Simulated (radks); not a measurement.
Nb35+, configuration [He] 2s2 2p2 (the NIST ground configuration). Calculated with a radial shooting solver on a logarithmic mesh with Libxc functionals: scalar-relativistic Kohn-Sham, LDA (Slater exchange, VWN5 correlation), spin-polarised, spherical densities, finite nucleus; open shells are filled with parallel spins first (spin-orbit coupling, left out, can overturn this in heavy ions); Fermi nuclear charge, rms radius 4.324 fm.

Normalised radial functions P(r) = r R(r), r in bohr:

```
   r/bohr * 2p up (the largest magnitude, 2.74, reaches the edge; | marks zero)
 0.001637 *
 0.001802 *
 0.001983 *
 0.002183 *
 0.002403 *
 0.002645 *
 0.002911 *
 0.003205 *
   0.0035 |*
 0.003852 |*
  0.00424 |*
 0.004668 |*
 0.005138 |*
 0.005656 |*
 0.006225 | *
 0.006853 | *
 0.007543 | *
 0.008303 |  *
  0.00914 |  *
  0.01006 |   *
  0.01107 |   *
  0.01219 |    *
  0.01342 |     *
  0.01477 |      *
  0.01626 |       *
   0.0179 |         *
   0.0197 |          *
  0.02169 |            *
  0.02387 |              *
  0.02607 |                *
  0.02869 |                  *
  0.03158 |                     *
  0.03477 |                        *
  0.03827 |                           *
  0.04212 |                              *
  0.04637 |                                  *
  0.05104 |                                     *
  0.05618 |                                         *
  0.06185 |                                            *
  0.06808 |                                               *
  0.07494 |                                                  *
  0.08249 |                                                    *
   0.0908 |                                                     *
  0.09995 |                                                      *
     0.11 |                                                      *
   0.1211 |                                                    *
   0.1333 |                                                  *
   0.1467 |                                               *
   0.1615 |                                          *
   0.1778 |                                     *
   0.1942 |                                *
   0.2137 |                           *
   0.2352 |                     *
    0.259 |                *
    0.285 |            *
   0.3138 |        *
   0.3454 |     *
   0.3802 |   *
   0.4185 | *
   0.4606 |*
   0.5071 |*
```

2p up: eigenvalue -4683.9 eV, 0 radial nodes, <r> = 0.129 bohr, 90 % of the charge inside 0.207 bohr.
